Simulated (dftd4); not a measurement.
C$_{3}$H$_{11}$OSi (SMILES C[Si](C)(C)[OH2+]), charge +1, singlet, geometry from GFN2-xTB; D4 for pbe0 in dftd4.

Here is a job for dftd4.
```
$ dftd4 mol.xyz --func pbe0 --charge 1 --json dftd4.json --noedisp --grad

# file mol.xyz
16

C     -0.01865803     1.61044103    -1.10384659
Si     0.21052847    -0.04162594    -0.21302475
C     -0.56096068    -1.58591218    -0.97578354
C      1.66919300    -0.22646886     0.97035725
O     -1.23431534     0.18825717     1.28367608
H      0.67091116     1.68671800    -1.94083953
H      0.17835143     2.46341861    -0.45701539
H     -1.02081974     1.72804945    -1.51204642
H     -0.72974650    -2.36282821    -0.23278702
H      0.09569421    -2.00776543    -1.73284975
H     -1.51173285    -1.37920200    -1.46374506
H      1.49409246    -1.00509868     1.71010616
H      2.56988224    -0.50182001     0.42699171
H      1.89313498     0.69581211     1.50334623
H     -1.07915673     0.80072911     2.01205705
H     -2.17093207     0.17033314     1.05535701
```

The log (banner, timings and long lists left out):

```
                    ____  _____ _____     ____  _  _
      -------------|  _ \|  ___|_   _|---|  _ \| || |------------
     |             | | | | |_    | | ___ | | | | || |_           |
     |             | |_| |  _|   | ||___|| |_| |__   _|          |
     |             |____/|_|     |_|     |____/   |_|            |
     |             ===================================           |
     |            E. Caldeweyher, S. Ehlert & S. Grimme          |
     |          Mulliken Center for Theoretical Chemistry        |
     |                    University of Bonn                     |
      -----------------------------------------------------------

Rational (Becke-Johnson) damping: pbe0-D4-ATM
---------------------
  s6         1.0000
  s8         1.2007
  s9         1.0000
  a1         0.4009
  a2         5.0293
 alp        16.0000
--------------------

Dispersion energy:      -8.9050331238655E-03 Eh

Gradient norm:           1.3849763354612E-03 Eh/a0
--------------------------------------------------
     #    Z           dE/dx      dE/dy      dE/dz
--------------------------------------------------
     1    6 C     7.090E-06  1.598E-04 -1.198E-04
     2   14 Si   -6.967E-04  1.124E-04  7.208E-04
     3    6 C    -5.080E-05 -1.600E-04 -1.024E-04
     4    6 C     1.717E-04 -2.421E-05  9.200E-05
     5    8 O     5.879E-04 -1.319E-04 -5.836E-04
     6    1 H     6.714E-06  5.949E-05 -4.924E-05
     7    1 H    -6.004E-07  7.031E-05 -3.876E-05
     8    1 H    -8.469E-06  6.543E-05 -4.572E-05
     9    1 H    -2.456E-05 -6.455E-05 -2.962E-05
    10    1 H    -1.303E-05 -6.265E-05 -4.427E-05
    11    1 H    -2.899E-05 -6.106E-05 -3.987E-05
    12    1 H     5.953E-05 -1.327E-05  4.381E-05
    13    1 H     7.125E-05 -1.133E-05  2.919E-05
    14    1 H     6.578E-05 -3.313E-06  4.272E-05
    15    1 H    -3.993E-05  5.171E-05  9.162E-05
    16    1 H    -1.069E-04  1.324E-05  3.314E-05
--------------------------------------------------

Virial:
--------------------------------------------------
      component           x          y          z
--------------------------------------------------
          x       3.551E-04  4.009E-04  2.306E-03
          y       4.009E-04  2.450E-03 -3.496E-04
          z       2.306E-03 -3.496E-04  2.156E-04
--------------------------------------------------

[Info] Dispersion results written to 'dftd4.txt'
[Info] JSON dump of results written to 'dftd4.json'
```
